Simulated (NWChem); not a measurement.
Molecule: PbNH2Cl, singlet; SMILES [Pb]([Cl])[NH2]

```xyz
5

Pb    -0.2328    -0.3614     0.0000
Cl     0.0702     2.1243     0.0000
N      1.8621    -0.7048     0.0000
H      2.3261    -1.6085     0.0000
H      2.5320     0.0602     0.0000
```
Atoms are numbered in this order, from 1.

Low-valent species are run as closed-shell singlets; no triplet was tried in these runs. All runs use the structure optimised with PBE0/def2-SVP. Not confirmed as a minimum by frequencies. B3LYP is NWChem's, with the RPA form of VWN correlation. def2 effective core potentials on Pb; no spin-orbit coupling.

Symmetry labels are those of Cs in the frame above (b1 and b2, or b-type labels, depend on it).

### Question
List the 4 lowest vertical singlet excitations from B3LYP/def2-SVPD with def2 effective core potentials on Pb, TDA (NWChem).

### Answer
```
state  energy (eV)  oscillator strength  symmetry  leading excitation (squared amplitude)
-----  -----------  -------------------  --------  --------------------------------------
S1            4.21                0.011        a"                    HOMO−1 → LUMO (0.95)
S2            4.35                0.065        a'                      HOMO → LUMO (0.84)
S3            4.76                0.023        a"                    HOMO−3 → LUMO (0.92)
S4            4.93                0.012        a"                    HOMO → LUMO+1 (0.97)
```
